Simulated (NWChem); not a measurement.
System: silicon dioxide molecule (SiO2); SMILES [Si](=O)=O

Input file for NWChem:

```
start job
memory heap 200 mb stack 900 mb global 1100 mb
geometry units angstroms noautosym nocenter noautoz
  O      0.000000     0.000000    -1.518369
  Si     0.000000     0.000000     0.000000
  O      0.000000     0.000000     1.518369
end
basis spherical
  O library def2-svp
  Si library def2-svp
end
dft
  xc hfexch
  iterations 150
end
property
  response 1 0.0
end
task dft property
```

Coordinates come from a PBE0/def2-SVP optimisation.

Static field.

What results follow from this input? (Hartree-Fock/def2-SVP.) Quantities: basis functions; isotropic polarisability (bohr³); anisotropy (bohr³).


```yaml
number_of_basis_functions: 46
isotropic polarisability (bohr³): 19.7
anisotropy (bohr³): 12.8
```
